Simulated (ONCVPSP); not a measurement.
How hard is this V (Z = 23) ONCV potential?

| Quantity | Value |
| --- | --- |
| Element | vanadium (V) |
| Generator | ONCVPSP 4.0.1 |
| Type | optimised norm-conserving Vanderbilt (ONCV) |
| Functional | PBE |
| Relativity | scalar-relativistic |
| Frozen core | [Ne] |
| Valence charge | 13 |
| Reference configuration | 3s2 3p6 3d2 (charge +3) |
| Partial waves | 3s: rc 1.30 bohr, ncon 3, nbas 7, qcut 11.8 1/bohr, 3 projectors, debl 3.8 Ha; 3p: rc 1.40 bohr, ncon 3, nbas 7, qcut 11.6 1/bohr, 2 projectors, debl 2.3 Ha; 3d: rc 1.10 bohr, ncon 3, nbas 6, qcut 9.4 1/bohr, local |
| Local potential | the d channel |
| Core correction | Teter function, fcfact 4.5, rcfact 1.35 |

In the s channel the program set the typed energies aside and used -3.814, 0.250, 4.050 Ha. In the p channel the program set the typed energies aside and used -2.840, 0.250 Ha.

For each optimised wave give the share of its norm inside rc, the residual kinetic energy above qcut (Ha) and the cutoffs (Ha) for errors of 10, 1, 0.1 and 0.01 mHa per electron.

```json
{"wave": "3s", "norm inside rc": "0.858", "residual KE": "2.2e-08", "10 mHa": "32.0", "1 mHa": "41.8", "0.1 mHa": "49.8", "0.01 mHa": "56.2"}
{"wave": "s projector 2", "norm inside rc": "0.020", "residual KE": "3.6e-09", "10 mHa": "20.6", "1 mHa": "32.9", "0.1 mHa": "42.9", "0.01 mHa": "51.1"}
{"wave": "s projector 3", "norm inside rc": "0.028", "residual KE": "1.5e-08", "10 mHa": "26.1", "1 mHa": "37.8", "0.1 mHa": "47.1", "0.01 mHa": "55.0"}
{"wave": "3p", "norm inside rc": "0.857", "residual KE": "1.1e-08", "10 mHa": "17.3", "1 mHa": "22.0", "0.1 mHa": "37.1", "0.01 mHa": "48.5"}
{"wave": "p projector 2", "norm inside rc": "0.031", "residual KE": "1.9e-09", "10 mHa": "13.4", "1 mHa": "19.0", "0.1 mHa": "23.7", "0.01 mHa": "41.0"}
{"wave": "3d", "norm inside rc": "0.523", "residual KE": "3.5e-03", "10 mHa": "39.4", "1 mHa": "91.4", "0.1 mHa": "160.1", "0.01 mHa": "not reached"}
```

The occupied waves need 91 Ha and 160 Ha for 1 and 0.1 mHa.
